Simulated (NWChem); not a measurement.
System: AlHOCl2; SMILES [OH][Al]([Cl])[Cl]

The following NWChem deck was run.

```
start job
memory heap 200 mb stack 900 mb global 1100 mb
geometry units angstroms noautoz
  Al     0.057120    -0.000001     0.412441
  Cl    -1.821731     0.000000    -0.529649
  Cl     1.808807     0.000000    -0.732053
  O      0.228629     0.000000     2.107485
  H     -0.532713     0.000000     2.709123
end
basis spherical
  Al library def2-svp
  Cl library def2-svp
  O library def2-svp
  H library def2-svp
end
dft
  xc m06-l
  iterations 150
  mulliken
end
task dft energy
```

NWChem printed, in part:

```
             Northwest Computational Chemistry Package (NWChem) 7.3.0
             --------------------------------------------------------

 CS  symmetry detected

                             Geometry "geometry" -> ""
                             -------------------------

 Output coordinates in angstroms (scale by  1.889725989 to convert to a.u.)

  No.       Tag          Charge          X              Y              Z
 ---- ---------------- ---------- -------------- -------------- --------------
    1 Al                  13.0000     0.35104600     0.00773472     0.00000000
    2 Cl                  17.0000    -0.68045033    -1.82355717     0.00000000
    3 Cl                  17.0000    -0.70774489     1.81251607     0.00000000
    4 O                    8.0000     2.05238369     0.09739835     0.00000000
    5 H                    1.0000     2.61665129    -0.69203943     0.00000000

 Effective nuclear repulsion energy (a.u.)     241.5912755086

      Symmetry information
      --------------------

 Group name             Cs
 Group number              2
 Group order               2
 No. of unique centers     5

                                 NWChem DFT Module
                                 -----------------

 Summary of "ao basis" -> "ao basis" (spherical)
 ------------------------------------------------------------------------------
       Tag                 Description            Shells   Functions and Types
 ---------------- ------------------------------  ------  ---------------------
 Al                         def2-svp                 8       18   4s3p1d
 Cl                         def2-svp                 8       18   4s3p1d
 O                          def2-svp                 6       14   3s2p1d
 H                          def2-svp                 3        5   2s1p

      Symmetry analysis of basis
      --------------------------

        a'         53
        a"         20

            General Information
            -------------------
          SCF calculation type: DFT
          Wavefunction type:  closed shell.
          No. of atoms     :     5
          No. of electrons :    56
           Alpha electrons :    28
            Beta electrons :    28
          Charge           :     0
          Spin multiplicity:     1
          Use of symmetry is: on ; symmetry adaption is: on
          Maximum number of iterations: 150
          AO basis - number of functions:    73
                     number of shells:    33
          Convergence on energy requested:  1.00D-06
          Convergence on density requested:  1.00D-05
          Convergence on gradient requested:  5.00D-04

              XC Information
              --------------
                        M06-L Method XC Functional
                         M06-L Exchange Functional  1.000
                       M06-L Correlation Potential  1.000

             Grid Information
             ----------------
          Grid used for XC integration:  medium
          Radial quadrature: Mura-Knowles
          Angular quadrature: Lebedev.
          Tag              B.-S. Rad. Rad. Pts. Rad. Cut. Ang. Pts.
          ---              ---------- --------- --------- ---------
          Al                  1.25       88           8.0       590
          Cl                  1.00       88          11.0       590
          O                   0.60       49           9.0       434
          H                   0.35       45          10.0       434
          Grid pruning is: on
          Number of quadrature shells:   358
          Spatial weights used:  Erf1

      Superposition of Atomic Density Guess
      -------------------------------------

 Sum of atomic energies:       -1235.62888849

      Non-variational initial energy
      ------------------------------

 Total energy =   -1236.277431
 1-e energy   =   -2191.329203
 2-e energy   =     713.460497
 HOMO         =      -0.444873
 LUMO         =      -0.029275

      Symmetry analysis of molecular orbitals - initial
      -------------------------------------------------

  Numbering of irreducible representations:

     1 a'          2 a"

  Orbital symmetries:

     1 a'          2 a'          3 a'          4 a'          5 a'
     6 a'          7 a'          8 a'          9 a'         10 a"
    11 a'         12 a"         13 a'         14 a'         15 a'
    16 a"         17 a'         18 a'         19 a'         20 a'
    21 a'         22 a'         23 a"         24 a'         25 a'
    26 a"         27 a"         28 a'         29 a'         30 a"
    31 a'         32 a'         33 a'         34 a'         35 a'
    36 a"         37 a'         38 a"

     ---------------------------------------------
      Total Density - Mulliken Population Analysis
     ---------------------------------------------

    Atom       Charge   Shell Charges
 -----------   ------   -------------------------------------------------------
    1 Al  13    11.57   2.00  1.99  0.63  0.04  5.93  0.50  0.27  0.21
    2 Cl  17    17.45   2.00  1.99  1.22  0.72  5.94  2.17  3.40  0.01
    3 Cl  17    17.45   2.00  1.99  1.22  0.71  5.94  2.17  3.40  0.01
    4 O    8     8.89   1.99  1.11  0.65  3.14  2.01  0.00
    5 H    1     0.64   0.51  0.07  0.06

   convergence    iter        energy       DeltaE   RMS-Dens  Diis-err
 ---------------- ----- ----------------- --------- --------- ---------
 d= 0,ls=0.0,diis     1  -1238.3481843492 -1.48D+03  1.93D-02  6.45D-01
 d= 0,ls=0.0,diis     2  -1238.1772768546  1.71D-01  1.29D-02  2.27D+00
 d= 0,ls=0.0,diis     3  -1238.4218106988 -2.45D-01  3.00D-03  4.50D-02
 d= 0,ls=0.0,diis     4  -1238.4258447106 -4.03D-03  1.33D-03  1.07D-02
 d= 0,ls=0.0,diis     5  -1238.4249138858  9.31D-04  4.67D-04  1.18D-03
  Resetting Diis
 d= 0,ls=0.0,diis     6  -1238.4252322449 -3.18D-04  8.87D-04  4.25D-04
 d= 0,ls=0.0,diis     7  -1238.4254076259 -1.75D-04  1.60D-04  3.66D-05
 d= 0,ls=0.0,diis     8  -1238.4254112456 -3.62D-06  6.54D-05  3.48D-05
 d= 0,ls=0.0,diis     9  -1238.4254144803 -3.23D-06  2.10D-05  7.47D-06
 d= 0,ls=0.0,diis    10  -1238.4254151536 -6.73D-07  5.42D-06  2.93D-07

         Total DFT energy =    -1238.425415153599
      One electron energy =    -2194.062512891706
           Coulomb energy =      798.335164751033
    Exchange-Corr. energy =      -84.289342521516
 Nuclear repulsion energy =      241.591275508590

 Numeric. integr. density =       55.999998161128

                  Occupations of the irreducible representations
                  ----------------------------------------------

                     irrep           alpha         beta
                     --------     --------     --------
                     a'               22.0         22.0
                     a"                6.0          6.0

                       DFT Final Molecular Orbital Analysis
                       ------------------------------------

 Vector   26  Occ=2.000000D+00  E=-3.068023D-01  Symmetry=a"
              MO Center= -6.1D-01,  5.7D-02,  1.3D-14, r^2= 4.4D+00
   Bfn.  Coefficient  Atom+Function         Bfn.  Coefficient  Atom+Function
  ----- ------------  ---------------      ----- ------------  ---------------
    49     -0.462498  3 Cl pz                31      0.454105  2 Cl pz
    46     -0.333559  3 Cl pz                28      0.323756  2 Cl pz
    43     -0.195350  3 Cl pz                25      0.189804  2 Cl pz
    60     -0.080844  4 O  pz                15     -0.066669  1 Al d -1
    63     -0.062500  4 O  pz

 Vector   27  Occ=2.000000D+00  E=-2.971787D-01  Symmetry=a"
              MO Center=  1.4D+00,  2.4D-01,  8.1D-15, r^2= 2.7D+00
   Bfn.  Coefficient  Atom+Function         Bfn.  Coefficient  Atom+Function
  ----- ------------  ---------------      ----- ------------  ---------------
    60      0.537957  4 O  pz                63      0.421175  4 O  pz
    49     -0.274730  3 Cl pz                46     -0.193491  3 Cl pz
    31     -0.171091  2 Cl pz                28     -0.118121  2 Cl pz
    43     -0.113458  3 Cl pz                17     -0.078662  1 Al d  1
    25     -0.069455  2 Cl pz                10      0.044295  1 Al pz

 Vector   28  Occ=2.000000D+00  E=-2.951662D-01  Symmetry=a'
              MO Center= -3.3D-01,  3.0D-02, -4.6D-16, r^2= 4.8D+00
   Bfn.  Coefficient  Atom+Function         Bfn.  Coefficient  Atom+Function
  ----- ------------  ---------------      ----- ------------  ---------------
    29      0.381980  2 Cl px                47     -0.348398  3 Cl px
    26      0.276613  2 Cl px                48     -0.268136  3 Cl py
    44     -0.251713  3 Cl px                30     -0.214403  2 Cl py
    45     -0.196273  3 Cl py                59      0.178434  4 O  py
    23      0.161123  2 Cl px                27     -0.157696  2 Cl py

 Vector   29  Occ=0.000000D+00  E=-4.324580D-02  Symmetry=a'
              MO Center=  3.5D-01, -7.3D-02,  6.5D-17, r^2= 4.0D+00
   Bfn.  Coefficient  Atom+Function         Bfn.  Coefficient  Atom+Function
  ----- ------------  ---------------      ----- ------------  ---------------
     4      0.798062  1 Al s                  3      0.567312  1 Al s
    57     -0.323781  4 O  s                 30     -0.305099  2 Cl py
     2      0.303440  1 Al s                 48      0.294518  3 Cl py
    22     -0.270428  2 Cl s                 40     -0.245912  3 Cl s
    21     -0.175977  2 Cl s                 29     -0.171956  2 Cl px

 Vector   30  Occ=0.000000D+00  E=-1.995331D-02  Symmetry=a"
              MO Center=  2.7D-01, -3.8D-03,  3.4D-16, r^2= 3.6D+00
   Bfn.  Coefficient  Atom+Function         Bfn.  Coefficient  Atom+Function
  ----- ------------  ---------------      ----- ------------  ---------------
    13      0.694187  1 Al pz                10      0.484799  1 Al pz
    31     -0.259305  2 Cl pz                49     -0.259762  3 Cl pz
     7     -0.215392  1 Al pz                60     -0.207823  4 O  pz
    63     -0.207812  4 O  pz                28     -0.146452  2 Cl pz
    46     -0.144624  3 Cl pz                25     -0.081643  2 Cl pz

 Vector   31  Occ=0.000000D+00  E= 5.479015D-02  Symmetry=a'
              MO Center=  1.5D+00, -5.0D-01, -2.2D-15, r^2= 5.1D+00
   Bfn.  Coefficient  Atom+Function         Bfn.  Coefficient  Atom+Function
  ----- ------------  ---------------      ----- ------------  ---------------
    70      0.803679  5 H  s                 57     -0.673539  4 O  s
    11      0.625236  1 Al px                 3     -0.412387  1 Al s
    48     -0.246514  3 Cl py                30      0.244516  2 Cl py
    62      0.234202  4 O  py                40      0.220747  3 Cl s
     8      0.219183  1 Al px                22      0.182729  2 Cl s

     ---------------------------------------------
      Total Density - Mulliken Population Analysis
     ---------------------------------------------

    Atom       Charge   Shell Charges
 -----------   ------   -------------------------------------------------------
    1 Al  13    12.04   2.00  1.99  0.72 -0.08  5.93  0.80  0.33  0.35
    2 Cl  17    17.34   2.00  1.99  1.23  0.74  5.93  2.14  3.30  0.01
    3 Cl  17    17.33   2.00  1.99  1.23  0.73  5.93  2.14  3.29  0.01
    4 O    8     8.52   1.99  1.09  0.66  2.84  1.92  0.01
    5 H    1     0.78   0.67  0.04  0.07

     -------------------------------------------
      Total Density - Lowdin Population Analysis
     -------------------------------------------

    Atom       Charge   Shell Charges
 -----------   ------   -------------------------------------------------------
    1 Al  13    12.71   2.00  1.93  0.54  0.19  5.81  0.94  0.69  0.60
    2 Cl  17    17.08   2.00  1.96  1.03  0.79  5.82  2.25  3.20  0.01
    3 Cl  17    17.06   2.00  1.96  1.03  0.79  5.82  2.25  3.19  0.01
    4 O    8     8.26   1.97  0.89  0.60  2.68  2.09  0.01
    5 H    1     0.90   0.55  0.16  0.18

     Multipole analysis of the density
     ---------------------------------

     L   x y z        total         alpha         beta         nuclear
     -   - - -        -----         -----         ----         -------
     0   0 0 0     -0.000000    -28.000000    -28.000000     56.000000

     1   1 0 0      0.553757      0.276879      0.276879      0.000000
     1   0 1 0     -0.524468     -0.262234     -0.262234     -0.000000
     1   0 0 1      0.000000      0.000000      0.000000      0.000000

     2   2 0 0    -31.307044   -120.167309   -120.167309    209.027573
     2   1 1 0     -3.087964      0.044497      0.044497     -3.176958
     2   1 0 1     -0.000000     -0.000000     -0.000000      0.000000
     2   0 2 0    -34.616286   -218.957872   -218.957872    403.299458
     2   0 1 1      0.000000      0.000000      0.000000      0.000000
     2   0 0 2    -29.165186    -14.582593    -14.582593      0.000000
```

Level: M06-L/def2-SVP. The geometry was optimised at PBE-D3(BJ)/def2-SVP.
